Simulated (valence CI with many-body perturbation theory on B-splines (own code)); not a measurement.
Br²⁹⁺ in brief

Method: configuration interaction combined with many-body perturbation theory (CI+MBPT): four valence electrons over a frozen Dirac-Fock core [He], radial functions for each j: 11 s, 11 p, 9 d, 7 f, 5 g, 2 h, 1 i, with the one-electron correlation potential Σ1, the two-electron term Σ2, the three-electron term Σ3, Breit, model QED; selected CI, second order for the rest (own B-spline code, finite nucleus).

No measured spectrum was set against this ion. As an estimate, large intervals hold to a few tenths of a per cent, small ones and those within an open d or f shell to about a per cent. Among the levels kept, up to 300 cm⁻¹ of a level comes from second order outside the variational space, and about a tenth of that is noise between levels of different J, which matters for small intervals.

Levels are named by their leading jj configuration (3d3/2^4 stands for four electrons in 3d with j = 3/2), which in mixed levels can hold well under half, so a name can repeat and another be missing.

Rates and lifetimes use the calculated energies. Strong lines usually hold to 10 to 20 %, long lifetimes can be off by a factor of two.

(1) What is the ground level?

(2) Name the longest-lived excited levels whose lifetime is computed, and their main decay.

(3) What is the ionisation energy?

(4) How well does LS coupling describe the low levels?

(5) What are the static dipole polarisabilities of the lowest levels?

## Answers

(1) (2s^2 2p1/2^2) J=0, composition 80 % 2s²2p² ³P + 20 % 2s²2p² ¹S.

(2) (2s^2 2p1/2 2p3/2) J=2 at 52.5 eV lives 286 μs, mostly by M1 to (2s^2 2p1/2 2p3/2) J=1; (2s^2 2p1/2 2p3/2) J=1 at 42.8 eV lives 1.70 μs, mostly by M1 to (2s^2 2p1/2^2) J=0; (2s^2 2p3/2^2) J=2 at 102.5 eV lives 714 ns, mostly by M1 to (2s^2 2p1/2 2p3/2) J=1.

(3) 3366.8 eV; NIST lists 3361 ± 3 eV (semi-empirical).

(4) Among the lowest 20 levels the leading LS term, summed over configurations, holds 70 % on average. For single configurations the figures are 70 % in LS and 89 % in jj coupling. Terms mix most in the J = 2 level at 237.1 eV, where the leading one holds 42 %.

(5) (2s^2 2p1/2^2) J=0 0.00333; (2s^2 2p1/2 2p3/2) J=1 0.00378 (tensor 0.00020); (2s^2 2p1/2 2p3/2) J=2 0.00358 (tensor 0.00036) bohr³, of which the core gives 5.84e-06.
